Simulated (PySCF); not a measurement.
Electron correlation in F⁺ (fluorine, charge +1)

[He] 2s2 2p4, high-spin 3P determinant. Calculation: PySCF 2.14, in cc-pVDZ-DK; the spin-free X2C one-electron Hamiltonian (Gaussian nucleus). Frozen: 1s2; 6 electrons correlated.

MP2 pair energies summed by pair of shells (mhartree):

```
 pair  energy  share (%)
2p-2p  -46.99       47.7
2s-2p  -44.19       44.8
2s-2s   -7.41        7.5
```

Total MP2 correlation energy: -98.58 mhartree.

Same-spin part -24.30 and opposite-spin part -74.29 mhartree; SCS-MP2 scales them by 1/3 and 6/5 to -97.24 mhartree.

```
  level  correlation energy (mhartree)
   CCSD                        -112.40
    (T)                          -0.78
CCSD(T)                        -113.18
```

Diagnostics: T1 = 0.0035, D1 = 0.0058, largest double amplitude 0.042.

Cost of the coupled-cluster step: 0.14 s of wall time on 1 thread of Neoverse-N1 (shared host), for 6 correlated electrons.
